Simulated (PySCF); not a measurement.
C5H6OS.
Bonds: C1–O2, O2–C3, C3–C4 (aromatic), C4–C5 (aromatic), C5–C6 (aromatic), C6–S7 (aromatic), C3–S7 (aromatic). Hydrogens: H8, H9, H10 on C1; H11 on C4; H12 on C5; H13 on C6.

The geometry is computed with GFN2-xTB (gas phase).

(1) Give the optimised bond lengths and angles.

Answers

(1) 
```json
{"bond": "C1–O2", "length (Å)": "1.407"}
{"bond": "O2–C3", "length (Å)": "1.345"}
{"bond": "C3–C4", "length (Å)": "1.362"}
{"bond": "C4–C5", "length (Å)": "1.414"}
{"bond": "C5–C6", "length (Å)": "1.353"}
{"bond": "C6–S7", "length (Å)": "1.726"}
{"bond": "C3–S7", "length (Å)": "1.741"}
{"bond": "C1–H8, C1–H9, C1–H10", "length (Å)": "1.093"}
{"bond": "C4–H11", "length (Å)": "1.073"}
{"bond": "C5–H12", "length (Å)": "1.075"}
{"bond": "C6–H13", "length (Å)": "1.071"}
```

Bonds in one row agree within 0.01 Å and their mean is given. A selection of angles:
```json
{"angle": "O2–C1–H8", "degrees": "111.0"}
{"angle": "O2–C1–H10", "degrees": "106.2"}
{"angle": "H8–C1–H9", "degrees": "108.7"}
{"angle": "C1–O2–C3", "degrees": "116.9"}
{"angle": "O2–C3–C4", "degrees": "125.4"}
{"angle": "O2–C3–S7", "degrees": "123.0"}
{"angle": "C4–C3–S7", "degrees": "111.6"}
{"angle": "C3–C4–C5", "degrees": "112.4"}
{"angle": "C3–C4–H11", "degrees": "123.0"}
{"angle": "C5–C4–H11", "degrees": "124.6"}
{"angle": "C4–C5–C6", "degrees": "113.3"}
{"angle": "C4–C5–H12", "degrees": "123.2"}
{"angle": "C6–C5–H12", "degrees": "123.4"}
{"angle": "C5–C6–S7", "degrees": "111.9"}
{"angle": "C5–C6–H13", "degrees": "129.2"}
{"angle": "S7–C6–H13", "degrees": "118.9"}
{"angle": "C3–S7–C6", "degrees": "90.8"}
```

Dihedral angles: C1–O2–C3–C4 179° (antiperiplanar).

O2 (aryl ether oxygen) is bent (angle 116.9°). The 7 heavy atoms lie in one plane (0.005 Å rms). S7 (thiophene-type sulfur) is bent (angle 90.8°). The C–C distances run from 1.353 Å (C5–C6, aromatic) to 1.414 Å (C4–C5, aromatic), a spread of 0.061 Å. The 2 C–O bonds span 1.345 Å (O2–C3, drawn single) to 1.407 Å (C1–O2, drawn single), a spread of 0.062 Å. Of the pairs four or more bonds apart, S7···H8 is among the closest relative to their van der Waals radii: 2.81 Å, 94 % of the sum of Bondi's values. The 5-membered ring C3–C4–C5–C6–S7 has internal angles of 90.8° to 113.3°; it is planar, 0.00 Å rms from its mean plane, widest ring torsion 0°.

GFN2-xTB frequencies: not computed here. The numbers are those of one conformer.
